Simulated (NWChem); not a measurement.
Species: C3H7BO; SMILES C=CB(C)O

```xyz
12

B      0.0430    -0.4542    -0.0022
C     -0.7600    -1.8209     0.0041
H     -1.4193    -1.8842    -0.8731
H     -1.4235    -1.8741     0.8788
H     -0.1317    -2.7216     0.0107
C     -0.6926     0.9272    -0.0076
C     -0.0509     2.1050     0.0057
H     -1.7849     0.9468    -0.0203
H     -0.5712     3.0621     0.0039
H      1.0363     2.1507     0.0192
O      1.4132    -0.4209    -0.0030
H      1.7947    -1.3104     0.0024
```
Atoms are numbered in this order, from 1.

Computed with NWChem. Coordinates come from a B3LYP/6-31G* (spherical d) optimisation. B3LYP is NWChem's, with the RPA form of VWN correlation. Total energies of different functionals are on different scales.

```tsv
level	energy (Ha)	highest occupied level (eV)	orbital gap (eV)	dipole (D)
PBE/def2-TZVP	-218.4419	-6.61	4.72	1.10
B3LYP/def2-TZVP	-218.7473	-7.49	6.36	1.11
TPSSh/def2-TZVP	-218.7462	-7.05	5.71	1.08
BLYP/def2-TZVP	-218.6448	?	4.69	1.09
Hartree-Fock/def2-TZVP	-217.3596	-10.06	12.90	1.13
```

### Question
Complete the blanks.

### Answer

- BLYP/def2-TZVP, highest occupied level (eV): -6.44
